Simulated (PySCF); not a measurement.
Broadened absorption spectrum of C4H8F2O2

Compound: C₄H₈F₂O₂.
SMILES: `CO[C@@H](F)[C@H](F)OC`

Level of theory: TDDFT CAM-B3LYP/def2-SVPD, vertical, gas phase, core orbitals frozen in the response in PySCF 2.14.0, density-fitted response routines. One conformer (not necessarily the lowest) at the PBE0-D3(BJ)/def2-SVP geometry, without solvent, vibrations or thermal averaging. Torsions of this conformer, `[CH3:1][O:2][C@@H:3]([F:4])[C@H:5]([F:6])[O:7][CH3:8]`: C1–O2–C3–F4 70°, O2–C3–C5–F6 -173°, C3–C5–O7–C8 -170°.

Computed states:

```json
{"state": "S1", "E (eV)": "8.30", "f": "0.027"}
{"state": "S2", "E (eV)": "8.39", "f": "0.0020"}
{"state": "S3", "E (eV)": "8.99", "f": "0.031"}
{"state": "S4", "E (eV)": "9.01", "f": "0.0006"}
{"state": "S5", "E (eV)": "9.14", "f": "0.0096"}
{"state": "S6", "E (eV)": "9.31", "f": "0.153"}
{"state": "S7", "E (eV)": "9.33", "f": "0.0041"}
{"state": "S8", "E (eV)": "9.39", "f": "0.0081"}
{"state": "S9", "E (eV)": "9.44", "f": "0.031"}
{"state": "S10", "E (eV)": "9.46", "f": "0.033"}
```

Broadening: Gaussians 0.4 eV wide at half height, area fixed by f = 4.319×10⁻⁹ ∫ε dν̃. The width is an assumption, not a result. The curve ends short of the highest state used, and states not computed would add to its high-energy end.

Task: What does the envelope look like, and where are its maxima?

Result: 
| E (eV) | ε (L mol⁻¹ cm⁻¹) |
| --- | --- |
| 7.70 | 4 |
| 7.75 | 11 |
| 7.80 | 27 |
| 7.85 | 60 |
| 7.90 | 125 |
| 7.95 | 239 |
| 8.00 | 417 |
| 8.05 | 669 |
| 8.10 | 984 |
| 8.15 | 1329 |
| 8.20 | 1648 |
| 8.25 | 1876 |
| 8.30 | 1961 |
| 8.35 | 1884 |
| 8.40 | 1665 |
| 8.46 | 1294 |
| 8.51 | 975 |
| 8.56 | 718 |
| 8.61 | 569 |
| 8.66 | 559 |
| 8.71 | 703 |
| 8.76 | 1010 |
| 8.81 | 1476 |
| 8.86 | 2101 |

Maxima: 149 nm (8.30 eV), ε about 2000, made up of S1 (94%) (ε in L mol⁻¹ cm⁻¹; maxima over ε = 5, shares over 10%). At its high-energy end, 8.86 eV, the curve is still rising (ε about 2100, from S3 and S6).

Task: Coming from long wavelengths, where does ε first pass 100 L mol⁻¹ cm⁻¹?

Result: At about 157 nm (7.88 eV), 0.41 eV below S1.

Task: Does any computed singlet lie in the visible range?

Result: No computed singlet lies in the visible range (380 to 750 nm); the lowest, at 149 nm, stands 5.03 eV above its violet end (3.26 eV).

Task: What would ε be at 8.30 eV, the highest of these maxima, with half the width (0.2 eV)?

Result: About 3830 L mol⁻¹ cm⁻¹ against 1960, a factor of about 1.95; a lone state at its own centre would give exactly 2.

All these states lie below the vertical ionisation energy of 10.76 eV (ΔSCF).

Without π bonds the low states are Rydberg-like; a valence basis with one diffuse set may place them up to an eV too high.
